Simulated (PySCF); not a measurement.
## In(3+) (indium, charge +3) across methods

[Kr] 4d10, closed-shell 1S. All numbers are calculated (PySCF 2.14, the spin-free X2C one-electron Hamiltonian (Gaussian nucleus), in aug-cc-pVTZ-DK3 (8s7p5d2f, 68 functions)).

| method | E (hartree) | mean ε 4s (eV) | mean ε 4p (eV) | mean ε 4d (eV) | Σ⟨r²⟩ (bohr²) | ⟨S²⟩ |
| --- | --- | --- | --- | --- | --- | --- |
| wB97X | -5879.02 | -156.82 | -114.54 | -52.718 | 25.46 | 0.000 |
| TPSS | -5878.54 | -149.96 | -108.27 | -47.856 | 25.57 | 0.000 |
| UHF | -5876.23640 | -173.31 | -126.56 | -56.533 | 25.39 | 0.000 |
| B2PLYP | -5878.14 | -162.28 | -118.00 | -52.713 | 25.52 | 0.000 |
| r2SCAN | -5878.80 | -152.30 | -109.93 | -48.334 | 25.47 | 0.000 |
| PBE | -5878.36 | -149.24 | -107.82 | -47.920 | 25.61 | 0.000 |
| BLYP | -5878.97 | -149.13 | -107.69 | -47.806 | 25.70 | 0.000 |
| LDA | -5872.88 | -149.19 | -107.88 | -48.139 | 25.66 | 0.000 |
| PBE0 | -5878.46 | -155.59 | -112.83 | -50.380 | 25.51 | 0.000 |
